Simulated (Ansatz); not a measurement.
The cluster W4, relaxed as a singlet with RKS PBE0-D4/def2-SVP in Ansatz, starting from packed atoms. Force threshold 0.02 eV/Å.

In the def2 sets W takes a core potential; there is no spin–orbit coupling. The restricted singlet is unstable towards broken spin symmetry in Hartree–Fock (as tested in another run); at PBE0-D4/def2-SVP this wasn't settled. The relaxation made no stability test and no search for a lower SCF solution. No other spin state of charge 0 was run. Another isomer (singlet) lies 0.06 eV lower at PBE-D4/def2-TZVP; other spin states weren't run for this one.

Start:

| atom | x (Å) | y (Å) | z (Å) |
| --- | --- | --- | --- |
| W1 | -0.538 | 1.407 | -1.441 |
| W2 | 1.433 | -1.337 | -0.777 |
| W3 | 0.802 | 0.928 | 1.426 |
| W4 | -1.697 | -0.998 | 0.792 |

| step | energy (eV) | largest force component (eV/Å) | SCF passes |
| --- | --- | --- | --- |
| 1 | -7279.4669 | 7.263 | 193 |
| 2 | -7283.6537 | 8.804 | 78 |
| 3 | -7288.4436 | 8.164 | 69 |
| 4 | -7293.0581 | 5.128 | 55 |
| 5 | -7294.1859 | 3.336 | 54 |
| 6 | -7294.3783 | 3.818 | 50 |
| 7 | -7294.6604 | 0.321 | 48 |
| 8 | -7294.6627 | 0.109 | 43 |
| 9 | -7294.7216 | 0.907 | 53 |
| 10 | -7294.8391 | 1.041 | 46 |
| 11 (rejected) | -7294.6624 | 1.140 | 58 |
| 12 | -7294.9389 | 1.012 | 39 |
| 13 (rejected) | -7294.8482 | 0.987 | 47 |
| 14 | -7294.9862 | 0.178 | 31 |
| 15 | -7294.9894 | 0.105 | 31 |
| 16 | -7294.9908 | 0.036 | 32 |
| 17 | -7294.9908 | 0.002 | 33 |

Force components are those of the run's own axes.

End:

Cartesian coordinates in Å:
```
W -0.510 1.023 -0.947
W 0.969 -1.040 -0.428
W 0.752 0.792 1.006
W -1.211 -0.775 0.369
```

By distances, no bond broke or formed. The bond that changes most is W2–W4, from 3.52 to 2.34 Å (atoms count from 1).

No frequencies were taken in this run, so the end may be a saddle point.

It took 54 s on 4 threads of Arm Neoverse V2 on a shared host.
